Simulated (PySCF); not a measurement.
H3O2 (SMILES O[OH2+]), charge +1, singlet, at a GFN2-xTB geometry; WB97X-V/aug-cc-pVDZ (PySCF).

The PySCF input:
```python
from pyscf import gto, scf, dft

mol = gto.M(
    atom='''
O     0.13464923    0.56165021   -0.32045018
O    -0.15653641   -0.64820873    0.35880197
H     1.08363793    0.77080803   -0.07973702
H    -0.42483443   -1.31694617   -0.30866757
H    -0.48370607    1.23860633    0.08159027
''',
    basis='aug-cc-pvdz',
    charge=1,
    verbose=4,
)

mf = dft.RKS(mol)
mf.xc = 'wb97x_v'
mf.kernel()
```

What the program printed (banner, timings and long lists left out):

```
PySCF version 2.14.0

[INPUT] verbose = 4
[INPUT] num. atoms = 5
[INPUT] num. electrons = 18
[INPUT] charge = 1
[INPUT] spin (= nelec alpha-beta = 2S) = 0
[INPUT] symmetry False subgroup None
[INPUT] Mole.unit = angstrom
[INPUT] Symbol           X                Y                Z      unit          X                Y                Z       unit  Magmom
[INPUT]  1 O      0.134649230000   0.561650210000  -0.320450180000 AA    0.254450167584   1.061365074704  -0.605563076768 Bohr   0.0
[INPUT]  2 O     -0.156536410000  -0.648208730000   0.358801970000 AA   -0.295810943423  -1.224936971252   0.678037456254 Bohr   0.0
[INPUT]  3 H      1.083637930000   0.770808030000  -0.079737020000 AA    2.047778905891   1.456616071316  -0.150681129789 Bohr   0.0
[INPUT]  4 H     -0.424834430000  -1.316946170000  -0.308667570000 AA   -0.802820720986  -2.488667582095  -0.583297170835 Bohr   0.0
[INPUT]  5 H     -0.483706070000   1.238606330000   0.081590270000 AA   -0.914071997090   2.340626739853   0.154183264729 Bohr   0.0

nuclear repulsion = 43.9227344203202
number of shells = 31
number of NR pGTOs = 103
number of NR cGTOs = 73
basis = aug-cc-pvdz
ecp = {}

******** <class 'pyscf.dft.rks.RKS'> ********
method = RKS
initial guess = minao
damping factor = 0
level_shift factor = 0
DIIS = <class 'pyscf.scf.diis.CDIIS'>
diis_start_cycle = 1
diis_space = 8
diis_damp = 0
SCF conv_tol = 1e-09
SCF conv_tol_grad = None
SCF max_cycles = 50
direct_scf = True
direct_scf_tol = 1e-13
XC library pyscf.dft.libxc version 7.1.2
    S. Lehtola, C. Steigemann, M. J. T. Oliveira, and M. A. L. Marques,  SoftwareX 7, 1–5 (2018)
XC functionals = wb97x_v
    N. Mardirossian and M. Head-Gordon,  Phys. Chem. Chem. Phys. 16, 9904–9924 (2014)
radial grids:
    Treutler-Ahlrichs [JCP 102, 346 (1995); DOI:10.1063/1.469408] (M4) radial grids

becke partition: Becke, JCP 88, 2547 (1988); DOI:10.1063/1.454033
pruning grids: <function nwchem_prune>
grids dens level: 3
symmetrized grids: False
atomic radii adjust function: <function treutler_atomic_radii_adjust>
** Following is NLC and NLC Grids **
NLC functional = wb97x_v
radial grids:
    Treutler-Ahlrichs [JCP 102, 346 (1995); DOI:10.1063/1.469408] (M4) radial grids

becke partition: Becke, JCP 88, 2547 (1988); DOI:10.1063/1.454033
pruning grids: <function nwchem_prune>
grids dens level: 3
symmetrized grids: False
atomic radii adjust function: <function treutler_atomic_radii_adjust>
small_rho_cutoff = 0
Set gradient conv threshold to 3.16228e-05
Initial guess from minao.
tot grids = 57592
tot grids = 57592
init E= -152.230994973896
  HOMO = -0.402908840175479  LUMO = -0.0721415053909555  gap/eV = 9.00064
cycle= 1 E= -151.728383326018  delta_E= 0.503  |g|= 0.485  |ddm|=  2.1
  HOMO = -0.706165528357399  LUMO = -0.24657794583335  gap/eV = 12.50602
cycle= 2 E= -151.753274318217  delta_E= -0.0249  |g|= 0.437  |ddm|= 0.69
  HOMO = -0.74896110104039  LUMO = -0.222934801329664  gap/eV = 14.31390
cycle= 3 E= -151.783584800205  delta_E= -0.0303  |g|= 0.0924  |ddm|= 0.26
  HOMO = -0.731474345171344  LUMO = -0.211468927680186  gap/eV = 14.15007
cycle= 4 E= -151.785061904042  delta_E= -0.00148  |g|= 0.0152  |ddm|= 0.0542
  HOMO = -0.735155563675082  LUMO = -0.212487776865634  gap/eV = 14.22251
cycle= 5 E= -151.785111931133  delta_E= -5e-05  |g|= 0.00534  |ddm|= 0.015
  HOMO = -0.733532809941629  LUMO = -0.211138208863351  gap/eV = 14.21508
cycle= 6 E= -151.785118354281  delta_E= -6.42e-06  |g|= 0.00126  |ddm|= 0.00503
  HOMO = -0.733835051905601  LUMO = -0.211341976467294  gap/eV = 14.21776
cycle= 7 E= -151.785119047945  delta_E= -6.94e-07  |g|= 0.00034  |ddm|= 0.00193
  HOMO = -0.733847723900519  LUMO = -0.211330923232807  gap/eV = 14.21841
cycle= 8 E= -151.785119153409  delta_E= -1.05e-07  |g|= 9.99e-05  |ddm|= 0.000923
  HOMO = -0.733863536089563  LUMO = -0.211330110487022  gap/eV = 14.21886
cycle= 9 E= -151.785119161709  delta_E= -8.3e-09  |g|= 1.08e-05  |ddm|= 0.000282
  HOMO = -0.73386226450768  LUMO = -0.211329727277667  gap/eV = 14.21883
cycle= 10 E= -151.785119161825  delta_E= -1.16e-10  |g|= 1.79e-06  |ddm|= 3.85e-05
  HOMO = -0.733862172852786  LUMO = -0.211329879233174  gap/eV = 14.21883
Extra cycle  E= -151.785119161826  delta_E= -1.19e-12  |g|= 8.18e-07  |ddm|= 3.86e-06
converged SCF energy = -151.785119161826
```
